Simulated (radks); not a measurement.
Effect of the nuclear size on neutral calcium, [Ar] 4s2. Calculated with a radial shooting solver on a logarithmic mesh with Libxc functionals: Dirac Kohn-Sham, exchange-only LDA, spin-unpolarised, spherical densities, finite nucleus; Fermi nuclear charge, rms radius 3.4776 fm. The rms radius is varied about that value; shifts are against it.

rms radius (fm)  total energy shift (eV)  density at nucleus (e/bohr^3)  1s1/2 shift (meV)  2s1/2 shift (meV)
2.8377                           -0.0100                           6153              -4.24             -0.332
3.2968                          -0.00304                           6129              -1.28             -0.100
3.4776                                 0                           6121              0.000              0.000
3.7245                           0.00440                           6110               1.86              0.145
3.9158                           0.00802                           6102               3.38              0.265

Slopes of the eigenvalues against <r^2> in GHz/fm^2, as finite differences over the two radii next to the reference (eigenvalue slopes, not the field-shift constants of lines): 1s1/2 253, 2s1/2 19.8.
